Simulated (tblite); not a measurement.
Species: C2H9BSSi.
Numbering: `[CH3:1][SiH2:2][BH:3][S:4][CH3:5]` (hydrogens: H6, H7, H8 on C1; H9, H10 on Si2; H11 on B3; H12, H13, H14 on C5)

Computed with GFN2-xTB (tblite), gas phase: L-BFGS steps from a force-field or distance-geometry start until the largest atomic force falls under 0.01 eV/Å.

Step 22: E = -409.3127 eV
```
atom  x, y, z in Å  |  force x, y, z in eV/Å
C1     -1.5735    1.2074    0.3325   -0.053   0.023  -0.035
Si2    -1.3248   -0.6417   -0.0266   -0.012  -0.246  -0.141
B3      0.4544   -1.3917    0.5089   -0.542  -0.177  -0.028
S4      1.8665   -0.4117    1.1246   -0.056  -0.277  -0.132
C5      2.2359    0.2219   -0.5481    0.072   0.026  -0.041
H6     -2.6125    1.4247    0.1095   -0.007   0.250   0.007
H7     -0.9494    1.8596   -0.2668    0.005   0.023  -0.158
H8     -1.3928    1.4798    1.3658    0.002  -0.114   0.123
H9     -1.8442   -0.8430   -1.4195    0.333   0.017   0.299
H10    -2.3971   -1.2910    0.7906    0.314   0.017  -0.084
H11     0.5476   -2.5668    0.5764    0.008   0.161   0.303
H12     2.6029   -0.6338   -1.1051   -0.040   0.027  -0.222
H13     3.0362    0.9462   -0.4790   -0.026   0.207   0.117
H14     1.3501    0.6397   -1.0155    0.003   0.063  -0.008
```

Step 23: E = -409.3577 eV
```
atom  x, y, z in Å  |  force x, y, z in eV/Å
C1     -1.5732    1.2175    0.3207   -0.063   0.111  -0.010
Si2    -1.2904   -0.6196   -0.0486   -0.051  -0.554  -0.164
B3      0.4724   -1.4114    0.5247   -0.785  -0.176  -0.126
S4      1.9216   -0.5140    1.0886    0.034  -0.149   0.204
C5      2.2225    0.2299   -0.5333    0.185   0.077  -0.417
H6     -2.6204    1.4025    0.1049   -0.005   0.266   0.009
H7     -0.9748    1.8967   -0.2760    0.004  -0.002  -0.136
H8     -1.4001    1.4837    1.3574    0.019  -0.098   0.105
H9     -1.8256   -0.8173   -1.4503    0.407   0.029   0.467
H10    -2.3502   -1.2878    0.7904    0.370   0.097  -0.199
H11     0.5049   -2.5788    0.6624   -0.068   0.050   0.335
H12     2.5795   -0.6076   -1.1226    0.057   0.080  -0.354
H13     3.0108    0.9704   -0.4894   -0.022   0.165   0.219
H14     1.3222    0.6353   -0.9811   -0.082   0.107   0.067
```

Step 24: E = -409.4068 eV
```
atom  x, y, z in Å  |  force x, y, z in eV/Å
C1     -1.5714    1.2324    0.3021   -0.139   0.217  -0.060
Si2    -1.2288   -0.5930   -0.0878   -0.157  -0.692  -0.022
B3      0.4926   -1.4442    0.5469   -0.740  -0.430   0.015
S4      2.0149   -0.6793    1.0396   -0.129   0.151  -0.014
C5      2.2045    0.2429   -0.5167    0.255  -0.069  -0.600
H6     -2.6346    1.3620    0.0966    0.140   0.264   0.029
H7     -1.0184    1.9588   -0.2918   -0.052  -0.137  -0.038
H8     -1.4133    1.4927    1.3443    0.054  -0.101   0.038
H9     -1.7952   -0.7717   -1.4881    0.498   0.004   0.550
H10    -2.2672   -1.2746    0.7794    0.331   0.137  -0.292
H11     0.4307   -2.6010    0.8062   -0.111   0.304   0.221
H12     2.5448   -0.5641   -1.1592    0.119   0.232  -0.471
H13     2.9712    1.0111   -0.5066   -0.067   0.035   0.384
H14     1.2694    0.6275   -0.9171   -0.001   0.085   0.260
```

Question: Estimate the geometry and energy of step 25. (The exact step hangs on the optimiser's Hessian estimate; all steps are aligned on step 24, rigid shifts and turns removed.)

Answer: E = -409.4375 eV, largest force 1.166 eV/Å
```
atom  x, y, z in Å  |  force x, y, z in eV/Å
C1     -1.5797    1.2421    0.2848    0.081   0.027   0.226
Si2    -1.2295   -0.5861   -0.0934   -0.112  -0.732   0.063
B3      0.4319   -1.4793    0.5750   -0.281   0.723  -0.448
S4      2.0083   -0.8094    0.9304    0.192   0.289   0.637
C5      2.2025    0.2586   -0.5055    0.243  -0.043  -1.035
H6     -2.6269    1.4234    0.0999   -0.287   0.078  -0.046
H7     -1.0334    1.9624   -0.3127    0.185  -0.024   0.020
H8     -1.4113    1.4534    1.3410    0.115   0.074  -0.135
H9     -1.6999   -0.7755   -1.5100    0.266  -0.021   0.434
H10    -2.1989   -1.3058    0.8106    0.017   0.222  -0.366
H11     0.3996   -2.5635    0.9140   -0.447  -0.933   0.536
H12     2.5119   -0.5235   -1.1885    0.495   0.342  -0.684
H13     2.9374    1.0590   -0.4781    0.066  -0.243   0.493
H14     1.2871    0.6439   -0.9198   -0.530   0.240   0.305
```

The energy changes by -0.0307 eV. The first-order estimate −F·Δx gives -0.1752 eV and the mean of the old and new forces, exact on a quadratic surface, -0.0337 eV. The step makes an angle of 70° with the force vector and moves no atom by more than 0.170 Å.

What follows is the cost of the whole relaxation. Time: 1.3 s wall. Hardware: one thread, Arm Neoverse N1 (aarch64) (shared host).
